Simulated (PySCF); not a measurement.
CH3O3S, SMILES CS(=O)(=O)[O-], charge -1.

Coordinates come from a PBE-D3(BJ)/def2-SVPD optimisation.

Computed with PBE-D3(BJ)/def2-SVPD run with PySCF.

Frequencies are harmonic and unscaled.

Modes within 1.5 cm⁻¹ of each other (mostly degenerate sets) share a row, with their intensities summed.

```
mode   ν (cm⁻¹)  IR (km/mol)  moving atoms (share of kinetic energy)
-----  --------  -----------  --------------------------------------
1           189          0.0                                  H 97 %
2–3         290          0.8                  O 55 %, C 21 %, H 20 %
4–5         454         24.7                          O 79 %, S 16 %
6           486         17.9                  O 45 %, C 38 %, H 10 %
7           676         86.6           S 42 %, C 28 %, O 21 %, H 9 %
8–9         886          0.1                   H 71 %, C 20 %, O 8 %
10          943        114.5                          O 82 %, S 17 %
11–12      1124        681.2                          O 52 %, S 46 %
13         1199         14.3                          H 80 %, C 20 %
14–15      1369          1.8                                  H 95 %
16         2971         25.6                                  H 98 %
17–18      3090         30.9                          H 90 %, C 10 %
```
